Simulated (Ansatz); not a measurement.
`OB(O)[Te][SiH3]`, 10 atoms. Charge 0, multiplicity 1. Correlated methods include outer-core shells of Te, which these sets cover unevenly. Te takes the def2 core potential. All runs use 4 threads of an AMD EPYC 7B13 on a shared host. Correlated methods freeze the cores.

Q: How many basis functions does each run have, and how long does it take in Ansatz? RHF-CCSD(T)/def2-SVP energy; RKS ωB97M-V/def2-SVP energy; RKS PBE0-D4/def2-SVP energy; RKS BHLYP-D4/def2-TZVPP energy; RKS ωB97M-V/def2-TZVPP energy and forces; RKS PBE0-D4/def2-QZVPP energy; RKS ωB97M-V/def2-QZVPP energy; RKS CAM-B3LYP-D4/def2-TZVPP energy; RKS PBE0-D4/def2-TZVP frequencies; RHF-MP2/def2-QZVPP energy; RKS SPW92 (LDA)/def2-TZVPP energy; RHF-CCSD(T)/def2-TZVPP energy. (Best estimate.)

A: The calculation gave: Other jobs shared the machine, so times are rough.

| level | job | functions | wall time | peak host memory (GiB) |
| --- | --- | --- | --- | --- |
| RKS PBE0-D4/def2-SVP | energy | 111 | 1.2 s | 0.26 |
| RKS SPW92 (LDA)/def2-TZVPP | energy | 255 | 1.3 s | 0.35 |
| RKS BHLYP-D4/def2-TZVPP | energy | 255 | 3.3 s | 0.75 |
| RKS CAM-B3LYP-D4/def2-TZVPP | energy | 255 | 3.4 s | 0.8 |
| RKS ωB97M-V/def2-SVP | energy | 111 | 4.2 s | 0.39 |
| RKS PBE0-D4/def2-QZVPP | energy | 473 | 7.5 s | 1.9 |
| RHF-CCSD(T)/def2-SVP | energy | 111 | 8 s | 0.61 |
| RKS ωB97M-V/def2-TZVPP | energy and forces | 255 | 9.5 s | 1 |
| RKS ωB97M-V/def2-QZVPP | energy | 473 | 16 s | 2.2 |
| RHF-MP2/def2-QZVPP | energy | 473 | 20 s | 2.9 |
| RKS PBE0-D4/def2-TZVP | frequencies | 210 | 2.5 min | 0.64 |
| RHF-CCSD(T)/def2-TZVPP | energy | 255 | 3.4 min | 6.3 |
